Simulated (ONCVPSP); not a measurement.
# How hard is this Ru (Z = 44) ONCV potential?

Ru, optimised norm-conserving Vanderbilt (ONCV), made with ONCVPSP 4.0.1 (revPBE, fully relativistic). Core [Ar] 3d10, reference 4s2 4p6 4d7 5s0.5 5p0.5. Waves: 4s+5s: rc 1.95 bohr, ncon 4, nbas 8, qcut 6.4 1/bohr, 2 projectors; 4p+5p: rc 1.85 bohr, ncon 3, nbas 6, qcut 5.8 1/bohr, 2 projectors; 4d: rc 2.30 bohr, ncon 4, nbas 8, qcut 7.9 1/bohr, 2 projectors, debl 2.5 Ha. Local part: polynomial inside 1.40 bohr (lpopt 5, dvloc0 0 Ha). Core correction: Teter function, fcfact 5, rcfact 1.3.

Open shells are filled in proportion to 2j + 1.

For each optimised wave give the share of its norm inside rc, the residual kinetic energy above qcut (Ha) and the cutoffs (Ha) for errors of 10, 1, 0.1 and 0.01 mHa per electron.

| wave | norm inside rc | residual KE | 10 mHa | 1 mHa | 0.1 mHa | 0.01 mHa |
| --- | --- | --- | --- | --- | --- | --- |
| 4s | 0.985 | 1.1e-06 | 5.3 | 11.1 | 15.5 | 18.1 |
| 5s | 0.101 | 4.4e-06 | 4.3 | 11.2 | 16.1 | 19.4 |
| 4p j=3/2 | 0.941 | 3.2e-05 | 10.8 | 13.5 | 16.1 | 26.3 |
| 5p j=3/2 | 0.019 | 2.3e-06 | 6.6 | 10.3 | 13.1 | 15.7 |
| 4p j=1/2 | 0.951 | 5.1e-05 | 11.2 | 13.8 | 16.6 | 32.7 |
| 5p j=1/2 | 0.022 | 4.6e-06 | 7.1 | 10.8 | 13.7 | 16.3 |
| 4d j=5/2 | 0.813 | 6.6e-09 | 14.9 | 18.8 | 22.2 | 24.9 |
| d projector 2 j=5/2 | 0.273 | 3.5e-07 | 16.8 | 21.1 | 24.7 | 27.7 |
| 4d j=3/2 | 0.823 | 7.1e-09 | 15.0 | 18.9 | 22.3 | 25.0 |
| d projector 2 j=3/2 | 0.276 | 3.7e-07 | 16.9 | 21.2 | 24.8 | 27.7 |

The occupied waves need 19 Ha and 22 Ha for 1 and 0.1 mHa. Note: no bound ghost flagged; GHOST(+) flagged for d5/2 at 62.6 eV. 1 of 4 tests not solved or not reliable.
